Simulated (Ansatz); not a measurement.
Ideal-gas functions of C₂H₃BO (`C#CBO`) at 400 K and 1 bar, from an Ansatz frequency run at PBE0-D4/def2-TZVP.

Molar mass 53.86 g/mol, point group Cs (symmetry number 1), electronic degeneracy 1, moments of inertia 10.806, 114.877, 125.682 u Å². Harmonic wavenumbers (cm⁻¹, unscaled): 188, 248, 523, 695, 696, 757, 848, 900, 1027, 1186, 1383, 2183, 2650, 3467, 3857.

Use S(trans) = R[1.5 ln M + 2.5 ln T − 1.1517]; rotational temperatures θ = 24.2544 K / I; S(rot) = R[ln(√π/σ · √(T³/θAθBθC)) + 1.5]; for each mode x = 1.438777 ν̃/T, S = R[x/(eˣ − 1) − ln(1 − e⁻ˣ)] and H = RT x/(eˣ − 1); 1 cm⁻¹ = 0.0119627 kJ/mol; R = 8.31446 J/(mol·K).

Problem. By hand: the entropy, in J/(mol·K).

Solution. Translation 164.7. Rotation: θ = 2.2445, 0.2111, 0.193 K, giving 101.9. Vibration, mode by mode: 11.72, 9.53, 4.19, 2.57, 2.56, 2.16, 1.66, 1.43, 0.99, 0.62, 0.35, 0.03, 0.01, 0.00, 0.00, in all 37.8. Electronic 0.0. Sum 304.4 J/(mol·K).

Problem. By hand: H − E and G − E in kJ/mol, counted from the electronic energy.

Solution. Zero-point energy ½ × 20608 × 0.0119627 = 123.3; thermal vibration 9.2; translation, rotation and pV give 4 RT = 13.3. H − E = 145.8 kJ/mol, and G − E = 145.8 − 400 × 304.4/1000 = 24.0 kJ/mol.

Vibration gives 12 % of the entropy. The sum counts one conformer and one mirror image; others add a mixing term.
